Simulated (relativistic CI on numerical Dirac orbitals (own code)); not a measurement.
Calculated at this level of theory: Dirac-Coulomb-Breit CI, orbitals from a KLI potential per configuration, QED by a radiative potential, unscaled Slater integrals (own radial code, finite nucleus).

Configurations in the expansion (outside the closed core [Ar]): 3d¹⁰4s, 3d¹⁰4p, 3d¹⁰4d, 3d¹⁰4f, 3d¹⁰5s, 3d¹⁰5p, 3d¹⁰5d, 3d¹⁰5f, 3d¹⁰5g, 3d¹⁰6s, 3d¹⁰6p, 3d¹⁰6d, 3d⁹4s², 3d¹⁰6f, 3d¹⁰7s, 3d⁹4s4p, 3d¹⁰8s, 3d⁹4s4d, 3d⁹4s4f, 3d⁹4s5s, 3d⁹4s5p, 3d⁹4s5d, 3d⁹4s5f. Double excitations out of closed p, d and f shells are left out; levels of such configurations are missing from the list, as are those of other unlisted configurations, and high levels can miss mixing partners.

At this charge energies of transitions that change n are usually good to better than 1 %, and those within a shell (Δn = 0) to a few per cent.

Outline of the computed level scheme of Yb XLII. Lowest level of each configuration: 3d¹⁰4s ²S1/2 at 0.00 eV; 3d¹⁰4p ²P°1/2 at 87.85 eV; 3d¹⁰4d ²D3/2 at 300.92 eV; 3d¹⁰4f ²F°5/2 at 464.16 eV; 3d¹⁰5s ²S1/2 at 818.61 eV; 3d¹⁰5p ²P°1/2 at 861.24 eV; 3d¹⁰5d ²D3/2 at 961.71 eV; 3d¹⁰5f ²F°5/2 at 1034.52 eV; 3d¹⁰5g ²G7/2 at 1068.88 eV.

Some strong electric-dipole decays among the lowest 16 levels: 3d¹⁰5g ²G9/2 → 3d¹⁰4f ²F°7/2 (1.5e+13 s⁻¹); 3d¹⁰5g ²G7/2 → 3d¹⁰4f ²F°5/2 (1.5e+13 s⁻¹); 3d¹⁰5f ²F°7/2 → 3d¹⁰4d ²D5/2 (7.9e+12 s⁻¹); 3d¹⁰5f ²F°5/2 → 3d¹⁰4d ²D3/2 (7.2e+12 s⁻¹); 3d¹⁰5s ²S1/2 → 3d¹⁰4p ²P°3/2 (4.8e+12 s⁻¹); 3d¹⁰5d ²D5/2 → 3d¹⁰4p ²P°3/2 (4.0e+12 s⁻¹); 3d¹⁰5p ²P°1/2 → 3d¹⁰4s ²S1/2 (3.1e+12 s⁻¹); 3d¹⁰5p ²P°1/2 → 3d¹⁰4d ²D3/2 (2.6e+12 s⁻¹).

LS names give the leading component of a level, which can be under half, so a name can repeat, a term be missing and a line seem to break the LS rules.
